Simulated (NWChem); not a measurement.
Two isomers of CH$_{6}$FNSi$_{2}$, each optimised at B3LYP/6-31G* with NWChem. Flexible species stand in one conformer each, which need not be the lowest. Pople sets run with spherical d functions.

A: [SiH2]1N[SiH2]C1F
B: F[Si@H]1CN[SiH2]1

Task: Which is lower in energy, by how much, and how do their other properties compare?

Result: B is lower by 23.1 kcal/mol in electronic energy; with zero-point energies, B − A = -21.3 kcal/mol.
|  | A | B |
|---|---|---|
| highest occupied level (eV) | -7.12 | -6.39 |
| orbital gap (eV) | 6.72 | 6.25 |
| dipole (D) | 2.05 | 1.68 |
| highest harmonic frequency (cm⁻¹) | 3631 | 3572 |
| zero-point energy (kcal/mol) | 44.0 | 45.8 |
